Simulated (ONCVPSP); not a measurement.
Plane-wave convergence, ONCV potential for tellurium

| Property | Result |
| --- | --- |
| Element | tellurium (Te) |
| Generator | ONCVPSP 4.0.1 |
| Type | optimised norm-conserving Vanderbilt (ONCV) |
| Functional | PBE |
| Relativity | scalar-relativistic |
| Frozen core | [Ar] 3d10 |
| Valence charge | 24 |
| Reference configuration | 4s2 4p6 4d10 5s1.75 5p4.25 |
| Partial waves | 4s+5s: rc 1.35 bohr, ncon 4, nbas 7, qcut 8.1 1/bohr, 2 projectors; 4p+5p: rc 1.30 bohr, ncon 5, nbas 8, qcut 12.5 1/bohr, 2 projectors; 4d: rc 0.90 bohr, ncon 4, nbas 9, qcut 9 1/bohr, 2 projectors, debl 0.5 Ha |
| Local potential | polynomial inside 0.70 bohr (lpopt 3, dvloc0 0 Ha) |
| Core correction | Teter function, parameters optimised by the program |

In the d channel the program set the typed energies aside and used -1.543, 0.250 Ha.

**Question.** For each optimised wave give the share of its norm inside rc, the residual kinetic energy above qcut (Ha) and the cutoffs (Ha) for errors of 10, 1, 0.1 and 0.01 mHa per electron.

**Answer.**

| wave | norm inside rc | residual KE | 10 mHa | 1 mHa | 0.1 mHa | 0.01 mHa |
| --- | --- | --- | --- | --- | --- | --- |
| 4s | 0.976 | 7.3e-05 | 18.8 | 26.4 | 31.8 | 68.5 |
| 5s | 0.126 | 2.5e-04 | 18.8 | 28.4 | 47.1 | 89.7 |
| 4p | 0.937 | 1.5e-06 | 40.7 | 54.8 | 64.5 | 72.1 |
| 5p | 0.049 | 5.5e-07 | 17.6 | 45.3 | 59.0 | 68.5 |
| 4d | 0.478 | 1.0e-02 | 40.8 | 128.7 | 358.2 | 406.8 |
| d projector 2 | 0.026 | 1.0e-03 | 28.6 | 40.5 | 52.4 | 144.8 |

The occupied waves need 129 Ha and 358 Ha for 1 and 0.1 mHa. Note: no bound ghost flagged; GHOST(+) flagged for s at 127.9 eV. Its largest configuration-test error is -512 meV.
